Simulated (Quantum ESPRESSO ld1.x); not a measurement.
Values are calculated unless marked as measured or tabulated.
Problem. Species: the mercury ion Hg+. Configuration: [Xe] 4f14 5d10 6s1. Code: ld1.x of Quantum ESPRESSO 7.5. Model: Dirac Kohn-Sham, LDA (Slater exchange, VWN5 correlation), spin-unpolarised, spherical densities, point nucleus; speed of light set to 102.777 atomic units (0.75 times the physical value, a model run).

Spin-orbit splittings of the eigenvalues, e(l+1/2) - e(l-1/2), with zeta = 2 splitting/(2l+1) and mean radii in bohr:

shell  occ.  splitting (eV)  zeta (eV)  <r> j=l-1/2  <r> j=l+1/2
2p        6            4428       2952      0.04733      0.06438
3p        6           992.5      661.6       0.1509       0.1829
3d       10           165.6      66.25       0.1588       0.1675
4p        6           244.2      162.8       0.3605       0.4292
4d       10           35.06      14.02       0.4367       0.4571
4f       14           6.971      1.992       0.4883       0.5009
5p        6           43.94      29.29       0.8679        1.060
5d       10               ?          ?        1.438        1.554

Estimate the 5d splitting.

Solution. 3.253 eV (zeta = 1.301 eV).
